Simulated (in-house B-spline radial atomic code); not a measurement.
Configurations of Sc IX (Sc8+), with energies counted from [Ne] 3s2 (3p1/2)1. Level of theory: Dirac-Hartree-Fock, average of each configuration as written, Fermi nucleus of rms radius 3.5459 fm; calculated with a radial B-spline atomic code at the basis-set limit. Energies include first-order Breit, QED and recoil terms.

Occupations are held fixed; configurations that lie above the ionisation limit could autoionise.

| configuration | E - E(ref) (eV) | highest orbital | its <r> (bohr) |
| --- | --- | --- | --- |
| [Ne] 3s2 (6d5/2)1 | 147.03 | 6d5/2 | 5.303 |
| [Ne] 3s2 7s1 | 152.63 | 7s1/2 | 6.814 |
| [Ne] 3s1 (3p1/2)1 (5f7/2)1 | 155.52 | 5f7/2 | 3.42 |
| [Ne] 3s1 (3p1/2)1 (7d5/2)1 | 176.6 | 7d5/2 | 7.408 |

Task: Order these further configurations by energy, lowest first.
A. [Ne] 3s2 (5d3/2)1
B. [He] 2s2 (2p1/2)2 (2p3/2)3 3s2 (3p1/2)1 (5d3/2)1
C. [Ne] 3s2 4s1
D. [Ne] 3s2 5s1
E. [Ne] 3s2 (3p3/2)1

Result: E (0.7282 eV), C (82.488 eV), D (122.21 eV), A (132.05 eV), B (535.74 eV).
